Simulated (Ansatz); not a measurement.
Geometry optimisation, Ansatz, UKS B3LYP-D4/def2-SVP.

input.yaml

```yaml
crystal:
  periodic: [false, false, false]
  atoms:
    - { symbol: C, position_ang: [0.1663, 0.6894, -0.6176] }
    - { symbol: C, position_ang: [-0.7088, 0.6719, 0.6506] }
    - { symbol: Al, position_ang: [-0.3992, -1.262, 0.9171] }
    - { symbol: C, position_ang: [0.6099, -0.7147, -0.7597] }
    - { symbol: H, position_ang: [1.0047, 1.3898, -0.5262] }
    - { symbol: H, position_ang: [-0.5017, 1.0715, -1.4965] }
    - { symbol: H, position_ang: [-0.25, 1.3076, 1.463] }
    - { symbol: H, position_ang: [-1.7402, 0.9088, 0.4611] }
    - { symbol: H, position_ang: [0.1685, -2.0537, 2.2441] }
    - { symbol: H, position_ang: [1.6402, -0.8537, -0.6892] }
    - { symbol: H, position_ang: [0.0758, -1.2119, -1.6261] }
magnetization:
  spin_polarized: true
basis:
  gaussian: { orbitals: def2-SVP }
hamiltonian:
  xc: b3lyp
  dispersion: d4
relax:
  f_tol: 0.02
  max_steps: 50
```

Launched with:

```bash
$ ansatz run input.yaml --threads 2 --pin off --max-ram 3072MiB --backend cpu --events-out ev --progress --plain --runs-dir out
```

Question: Where does it end, and by what steps?

Answer: The run converged. The force dipped under the threshold on the way, but the program's further checks kept it going. After 8 steps the energy has fallen by 0.969 eV; H7 moved furthest, 0.46 Å.

```csv
step,energy less start (eV),largest force component (eV/Å),accepted
0,0.0000,2.558,yes
1,-0.7824,1.373,yes
2,-0.8994,0.659,yes
3,-0.9527,0.265,yes
4,-0.9624,0.144,yes
5,-0.9669,0.052,yes
6,-0.9684,0.015,yes
7,-0.9688,0.025,yes
8,-0.9688,0.006,yes
```

```xyz
11
Properties=species:S:1:pos:R:3
C 0.194 0.709 -0.553
C -0.730 0.726 0.714
Al -0.029 -1.082 1.060
C 0.597 -0.789 -0.786
H 1.102 1.302 -0.349
H -0.285 1.165 -1.438
H -0.595 1.593 1.379
H -1.799 0.706 0.430
H 0.046 -2.168 2.223
H 1.630 -0.946 -1.132
H -0.066 -1.272 -1.528
```

Whether the end is a true minimum wasn't checked by a vibrational analysis.

The run took 22 s on 2 threads of Intel(R) Xeon(R) Platinum 8488C (Sapphire Rapids), with other jobs on the host, peak memory 0.27 GiB.
